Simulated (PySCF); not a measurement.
SMILES [CH2]N(C)[Si](C)(C)C (C5H14NSi), doublet, GFN2-xTB optimised geometry.

```
21

C     -0.55    -1.97    -1.67
N     -0.90    -0.67    -1.42
C     -1.69    -0.04    -2.45
Si    -0.29     0.17     0.00
C     -0.94     1.96     0.00
C      1.62     0.17     0.00
C     -0.91    -0.74     1.57
H     -0.04    -2.52    -0.90
H     -1.07    -2.50    -2.45
H     -1.14    -0.03    -3.40
H     -1.93     0.98    -2.17
H     -2.62    -0.60    -2.60
H     -0.59     2.52    -0.86
H     -2.02     2.01     0.02
H     -0.57     2.47     0.88
H      2.00    -0.84    -0.09
H      2.01     0.59     0.92
H      2.02     0.75    -0.83
H     -2.00    -0.73     1.64
H     -0.59    -1.77     1.57
H     -0.52    -0.27     2.47
```

Density from unrestricted PBE0/def2-SVP in PySCF at that geometry.

Minimum of the electron density along straight lines between bonded atoms, close to the bond critical point (lines longer than 1.1 times the sum of covalent radii, or with two minima, are not listed):

```json
[
 {"bond": "C1–N2", "length / Å": "1.376", "ρ at the minimum / e bohr⁻³": "0.301", "∇²ρ there / e bohr⁻⁵": "-0.70", "position (fraction from the first atom)": "0.35"},
 {"bond": "N2–C3", "length / Å": "1.442", "ρ at the minimum / e bohr⁻³": "0.270", "∇²ρ there / e bohr⁻⁵": "-0.77", "position (fraction from the first atom)": "0.62"},
 {"bond": "N2–Si4", "length / Å": "1.749", "ρ at the minimum / e bohr⁻³": "0.117", "∇²ρ there / e bohr⁻⁵": "0.68", "position (fraction from the first atom)": "0.60"},
 {"bond": "Si4–C5", "length / Å": "1.902", "ρ at the minimum / e bohr⁻³": "0.111", "∇²ρ there / e bohr⁻⁵": "0.32", "position (fraction from the first atom)": "0.38"},
 {"bond": "Si4–C6", "length / Å": "1.912", "ρ at the minimum / e bohr⁻³": "0.110", "∇²ρ there / e bohr⁻⁵": "0.30", "position (fraction from the first atom)": "0.38"},
 {"bond": "Si4–C7", "length / Å": "1.911", "ρ at the minimum / e bohr⁻³": "0.110", "∇²ρ there / e bohr⁻⁵": "0.30", "position (fraction from the first atom)": "0.38"},
 {"bond": "C1–H8", "length / Å": "1.069", "ρ at the minimum / e bohr⁻³": "0.286", "∇²ρ there / e bohr⁻⁵": "-1.08", "position (fraction from the first atom)": "0.63"},
 {"bond": "C1–H9", "length / Å": "1.072", "ρ at the minimum / e bohr⁻³": "0.284", "∇²ρ there / e bohr⁻⁵": "-1.07", "position (fraction from the first atom)": "0.63"},
 {"bond": "C3–H10", "length / Å": "1.094", "ρ at the minimum / e bohr⁻³": "0.277", "∇²ρ there / e bohr⁻⁵": "-1.03", "position (fraction from the first atom)": "0.63"},
 {"bond": "C3–H11", "length / Å": "1.085", "ρ at the minimum / e bohr⁻³": "0.283", "∇²ρ there / e bohr⁻⁵": "-1.07", "position (fraction from the first atom)": "0.63"},
 {"bond": "C3–H12", "length / Å": "1.094", "ρ at the minimum / e bohr⁻³": "0.277", "∇²ρ there / e bohr⁻⁵": "-1.02", "position (fraction from the first atom)": "0.63"},
 {"bond": "C5–H13", "length / Å": "1.085", "ρ at the minimum / e bohr⁻³": "0.272", "∇²ρ there / e bohr⁻⁵": "-0.97", "position (fraction from the first atom)": "0.62"},
 {"bond": "C5–H14", "length / Å": "1.085", "ρ at the minimum / e bohr⁻³": "0.272", "∇²ρ there / e bohr⁻⁵": "-0.97", "position (fraction from the first atom)": "0.62"},
 {"bond": "C5–H15", "length / Å": "1.085", "ρ at the minimum / e bohr⁻³": "0.272", "∇²ρ there / e bohr⁻⁵": "-0.97", "position (fraction from the first atom)": "0.62"},
 {"bond": "C6–H16", "length / Å": "1.085", "ρ at the minimum / e bohr⁻³": "0.272", "∇²ρ there / e bohr⁻⁵": "-0.97", "position (fraction from the first atom)": "0.62"},
 {"bond": "C6–H17", "length / Å": "1.086", "ρ at the minimum / e bohr⁻³": "0.271", "∇²ρ there / e bohr⁻⁵": "-0.96", "position (fraction from the first atom)": "0.62"},
 {"bond": "C6–H18", "length / Å": "1.086", "ρ at the minimum / e bohr⁻³": "0.271", "∇²ρ there / e bohr⁻⁵": "-0.96", "position (fraction from the first atom)": "0.62"},
 {"bond": "C7–H19", "length / Å": "1.086", "ρ at the minimum / e bohr⁻³": "0.271", "∇²ρ there / e bohr⁻⁵": "-0.96", "position (fraction from the first atom)": "0.62"},
 {"bond": "C7–H20", "length / Å": "1.085", "ρ at the minimum / e bohr⁻³": "0.271", "∇²ρ there / e bohr⁻⁵": "-0.97", "position (fraction from the first atom)": "0.62"},
 {"bond": "C7–H21", "length / Å": "1.086", "ρ at the minimum / e bohr⁻³": "0.271", "∇²ρ there / e bohr⁻⁵": "-0.96", "position (fraction from the first atom)": "0.62"}
]
```
